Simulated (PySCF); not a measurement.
## Electron correlation in Cr²⁺ (chromium, charge +2)

[Ar] 3d3 4s1, high-spin 5F determinant (an excited configuration). Calculation: PySCF 2.14, in x2c-QZVPPall; the spin-free X2C one-electron Hamiltonian (Gaussian nucleus). Frozen: [Ar]; 4 electrons correlated.

MP2 pair energies summed by pair of shells (mhartree):

| pair | energy | share (%) |
| --- | --- | --- |
| 3d-3d | -18.87 | 66.7 |
| 3d-4s | -9.43 | 33.3 |

Total MP2 correlation energy: -28.31 mhartree.

Same-spin part -28.31 and opposite-spin part 0.00 mhartree; SCS-MP2 scales them by 1/3 and 6/5 to -9.44 mhartree.
